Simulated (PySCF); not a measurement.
**Spinor energies of Ni⁺ (nickel, charge +1)**

Start: [Ar] 3d9; 3d3/2 filled at m_j = -3/2, -1/2, +1/2, +3/2; 3d5/2 filled at m_j = -3/2, -1/2, +1/2, +3/2, +5/2. Calculated with PySCF 2.14 in x2c-SVPall-2c: generalised Hartree-Fock with the X2C-1e Hamiltonian and a Gaussian nucleus; one run each with spin-orbit coupling (SO) switched off, then screened by Boettger's factors.

```tsv
spinor shell	electrons	ε, spin-free (eV)	ε, screened SO (eV)	weight of nominal j (screened SO)	rms radius, screened SO (bohr)
1s1/2	2	-8402.1	-8402.0	1.000	0.0625
2s1/2	2	-1052.0	-1051.9	1.000	0.265
2p1/2	2	-901.70	-913.98	0.999	0.236
2p3/2	4	-901.70	-895.67	1.000	0.239
3s1/2	2	-138.36	-138.35	1.000	0.799
3p1/2	2	-92.646	-95.279	0.942	0.849
3p3/2	4	-92.646	-91.336	0.971	0.857
3d3/2	4	-20.746	-21.327	0.795	1.19
3d5/2	5	-20.746	-20.285	0.836	1.22
```

```tsv
quantity	spin-free	screened SO
E (hartree)	-1518.54430	-1518.57218
M_J	5/2	5/2
⟨J²⟩	8.761	8.762
⟨L²⟩	6.008	6.010
⟨S²⟩	0.753	0.754
```

Each row is a mean over spinors that exchange with the open shell spreads, by up to 6.721 eV (3p3/2).

Rows whose weight is well below 1 are mixtures of j = l ± 1/2: exchange outweighs spin-orbit coupling there, and the label is only the starting occupation.

Without spin-orbit coupling the j labels of p, d and f shells carry no meaning; the spin-free column gives the mean over the occupied spinors of each nl shell.
